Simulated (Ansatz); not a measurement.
Species: SrCl2, net charge -1, doublet state. 
Coordinates optimised at B3LYP-D3(BJ)/def2-TZVP (Ansatz, a quantum-chemistry and plane-wave program):
```
Sr
Cl 1 2.7131
Cl 1 2.7131 2 124.70
```
Charge -1, spin multiplicity 2.

Basis-set convergence of Hartree-Fock and CCSD correlation energies (hartree) with Ansatz. Correlated levels leave the core frozen unless marked. UHF or UKS for open shells. No spin-orbit coupling. Frozen are the shells of the preceding noble gas and the d and f shells that filled before the atom's block. The outer core of K, Ca and their heavier congeners is not correlated, a term that matters for these elements. Past Kr the def2 sets carry scalar-relativistic core potentials.

| basis | functions | E(HF) | E(corr, CCSD) |
|---|---|---|---|
| def2-SVPD | 80 | -949.30711 | -0.33894 |
| def2-TZVPPD | 142 | ? | ? |

What belongs in the gaps?


- def2-TZVPPD, E(HF): -949.60845
- def2-TZVPPD, E(corr, CCSD): -0.44235
